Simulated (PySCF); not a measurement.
## Excitation energy of Bi²⁺ by level of theory

Bi²⁺ [Xe] 4f14 5d10 6s2 6p1 (2P) → Bi²⁺ [Xe] 4f14 5d10 6s1 6p1 7s1 (4P), as a difference of total energies. Calculation: PySCF 2.14, in aug-cc-pVQZ-DK3; the spin-free X2C one-electron Hamiltonian (Gaussian nucleus). Correlated levels: valence: [Xe] 4f14 5d10 frozen. The calculations carry no spin-orbit coupling.

| method | excitation energy (cm⁻¹) |
| --- | --- |
| UHF | 152250 |
| MP2 (valence) | 157100 |
| SCS-MP2 (valence) | 159220 |
| CCSD (valence) | 158000 |
| CCSD(T) (valence) | 158070 |

A first-order spin-orbit estimate (lowest level to lowest level, LS coupling) adds 0.037 eV.

The promoted electron is Rydberg-like, and one or two diffuse shells describe it only roughly, which tends to raise the upper state.
